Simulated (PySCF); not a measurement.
F3HSeSi. Atoms are numbered in the order given.

```xyz
6

F     -0.7337    -1.4533    -1.2799
Si     0.0039    -0.8268     0.0000
F     -0.7337    -1.4533     1.2799
F      1.5261    -1.3292     0.0000
Se     0.0255     1.4186     0.0000
H     -1.4510     1.4643     0.0000
```

The structure is a stationary point at B3LYP-D3(BJ)/def2-SVP. This is a generated structure with no PubChem entry under its InChIKey; it may be hypothetical. The values are those of a single conformer.

All values below come from ωB97X/def2-TZVP (PySCF).

ESP charges are fitted to the potential on shells at 1.4 to 2.0 van der Waals radii. Atomic charges (e):

```json
[
 {"atom": "F1", "Mulliken": "-0.29", "ESP fit": "-0.20"},
 {"atom": "Si2", "Mulliken": "0.88", "ESP fit": "0.54"},
 {"atom": "F3", "Mulliken": "-0.29", "ESP fit": "-0.20"},
 {"atom": "F4", "Mulliken": "-0.28", "ESP fit": "-0.15"},
 {"atom": "Se5", "Mulliken": "-0.16", "ESP fit": "-0.15"},
 {"atom": "H6", "Mulliken": "0.14", "ESP fit": "0.16"}
]
```

Computed Mayer and Wiberg (Löwdin basis) orders of the bonds:
```csv
bond,Mayer,Wiberg
F1–Si2,1.15,1.73
Si2–F3,1.15,1.73
Si2–F4,1.14,1.73
Si2–Se5,1.23,1.62
Se5–H6,0.94,1.00
```
